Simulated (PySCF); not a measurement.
**Exercise with solution: chemical shift, span and skew from a shielding tensor**

C3H9ClOSi, SMILES COC[Si@H](C)Cl. Atoms are numbered in the order given.

```xyz
15

C      2.8448    -1.0623    -0.4598
O      1.4739    -0.7646    -0.4578
C      0.9641    -0.4277     0.8124
Si    -0.8674     0.0040     0.6093
C     -1.7182    -1.2939    -0.4292
Cl    -1.0186     1.8586    -0.3421
H      3.4531    -0.2012    -0.1164
H      3.1351    -1.3102    -1.4912
H      3.0793    -1.9272     0.1939
H      1.5141     0.4251     1.2636
H      1.0636    -1.2752     1.5283
H     -1.4788     0.1516     1.9599
H     -2.7533    -1.0096    -0.6711
H     -1.1541    -1.4279    -1.3647
H     -1.7340    -2.2580     0.1057
```

The structure is a stationary point at B3LYP-D3(BJ)/def2-SVP. The structure was generated by enumeration; whether it is a known compound was not checked. Other conformers were not sampled.

GIAO shieldings from PySCF with PBE/pcSseg-1, non-relativistic, no solvent. The symmetric part of the tensor of C1 has the principal values 80.1, 82.1, 179.2 ppm. The same nucleus in TMS has σ = 182.0 ppm at this level (PySCF, at its B3LYP-D3(BJ)/def2-TZVP geometry). Without spin–orbit terms, shifts of atoms bonded to Cl or Br come out too high.

Work out the isotropic shielding, the ¹³C shift against TMS, the span and the skew.


σ(iso) = (σ11 + σ22 + σ33)/3 = 113.8 ppm. δ = σ(ref) − σ(iso) = 182.0 − (113.8) = 68.2 ppm.
Span Ω = σ33 − σ11 = 99.1 ppm. Skew κ = 3(σ(iso) − σ22)/Ω = 0.96. Tumbling in solution averages the tensor to δ; in a static solid the shielding alone would spread this spin-1/2 line over Ω.
